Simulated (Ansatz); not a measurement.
A nudged elastic band was laid between two geometries of AsB2H7N2 (12 atoms, charge 0, multiplicity 1).

Level of theory: RKS PBE-D4/def2-SVP in Ansatz 0.2.0.

- movable images: 9
- climbing image: yes
- spring: 5.0 eV/Å²
- optimiser: quadratic models (default)
- start path: IDPP
- force threshold: 0.05 eV/Å
- iteration limit: 60
- end points: relaxed

First end point:

```xyz
12
Properties=species:S:1:pos:R:3
B -0.264 1.130 1.771
N -0.716 0.729 0.495
B -0.157 -0.290 -0.385
N -0.789 -0.590 -1.607
As 1.484 -1.389 0.238
H 0.716 0.591 2.253
H -0.860 2.006 2.371
H -1.549 1.216 0.142
H -0.420 -1.276 -2.263
H -1.648 -0.140 -1.930
H 1.833 -1.847 -1.195
H 2.448 -0.195 0.145
```

Last end point:

```xyz
12
Properties=species:S:1:pos:R:3
B -0.270 1.123 1.776
N -0.715 0.730 0.495
B -0.155 -0.288 -0.386
N -0.790 -0.591 -1.606
As 1.492 -1.379 0.233
H 0.705 0.579 2.261
H -0.866 1.999 2.377
H -1.543 1.221 0.137
H -1.654 -0.146 -1.925
H -0.423 -1.278 -2.262
H 1.839 -1.841 -1.200
H 2.456 -0.185 0.134
```

Q: What changes between the two ends?

A: No bond is made or broken. The height of N4 over the plane of its neighbours goes from 0.00 to 0.00 Å. The two ends are copies of one structure, up to a mirror image or an exchange of like atoms. The height can change sign by an inversion or by a turn that exchanges like atoms.

Q: What energy profile does the band end with?

A: It converged. The highest image is number 5 of 0 to 10, 78.7 kJ/mol above the ends, which have the same energy within 2 meV. A vibrational analysis at the climbing image gives one clearly imaginary mode, 452i cm⁻¹: a first-order saddle point.

```json
{"image": "0", "path coordinate (Å)": "0.00", "energy (kJ/mol)": "0.0", "height of N4 over the plane of its neighbours (Å)": "0.00"}
{"image": "1", "path coordinate (Å)": "0.39", "energy (kJ/mol)": "5.8", "height of N4 over the plane of its neighbours (Å)": "0.05"}
{"image": "2", "path coordinate (Å)": "0.78", "energy (kJ/mol)": "24.6", "height of N4 over the plane of its neighbours (Å)": "0.16"}
{"image": "3", "path coordinate (Å)": "1.17", "energy (kJ/mol)": "50.2", "height of N4 over the plane of its neighbours (Å)": "0.29"}
{"image": "4", "path coordinate (Å)": "1.56", "energy (kJ/mol)": "71.0", "height of N4 over the plane of its neighbours (Å)": "0.38"}
{"image": "5", "path coordinate (Å)": "1.96", "energy (kJ/mol)": "78.7", "height of N4 over the plane of its neighbours (Å)": "0.42"}
{"image": "6", "path coordinate (Å)": "2.35", "energy (kJ/mol)": "70.8", "height of N4 over the plane of its neighbours (Å)": "0.38"}
{"image": "7", "path coordinate (Å)": "2.75", "energy (kJ/mol)": "50.1", "height of N4 over the plane of its neighbours (Å)": "0.29"}
{"image": "8", "path coordinate (Å)": "3.15", "energy (kJ/mol)": "24.6", "height of N4 over the plane of its neighbours (Å)": "0.16"}
{"image": "9", "path coordinate (Å)": "3.55", "energy (kJ/mol)": "5.7", "height of N4 over the plane of its neighbours (Å)": "0.05"}
{"image": "10", "path coordinate (Å)": "3.95", "energy (kJ/mol)": "0.0", "height of N4 over the plane of its neighbours (Å)": "0.00"}
```

Q: What is the geometry of the highest image?

A: 
```xyz
12
Properties=species:S:1:pos:R:3:forces:R:3
B -0.132 1.331 1.667 0.01 0.01 -0.01
N -0.575 0.932 0.378 -0.01 0.00 0.01
B -0.243 -0.236 -0.397 0.01 0.02 0.01
N -0.980 -0.421 -1.662 0.01 -0.03 0.01
As 1.112 -1.604 0.388 -0.02 -0.01 -0.02
H 0.667 0.635 2.263 0.00 0.00 0.00
H -0.562 2.359 2.156 0.00 0.00 0.00
H -1.277 1.523 -0.090 0.00 0.00 -0.01
H -0.311 -0.475 -2.444 -0.01 0.00 0.00
H -1.429 -1.350 -1.677 -0.01 0.01 -0.01
H 1.518 -2.128 -1.002 0.02 0.01 0.01
H 2.288 -0.620 0.457 0.00 -0.01 -0.01
```

Q: What are the harmonic wavenumbers there?

A: 452i, 113, 146, 190, 260, 294, 364, 425, 512, 595, 664, 729, 865, 874, 937, 963, 988, 1076, 1125, 1198, 1261, 1428, 1513, 2123, 2154, 2514, 2607, 3403, 3440, 3463 cm⁻¹.

Time of the run: 67 s on 2 threads of AMD EPYC 9R45 96-Core Processor (Zen 5), with other jobs on the host, peak memory 0.2 GiB.
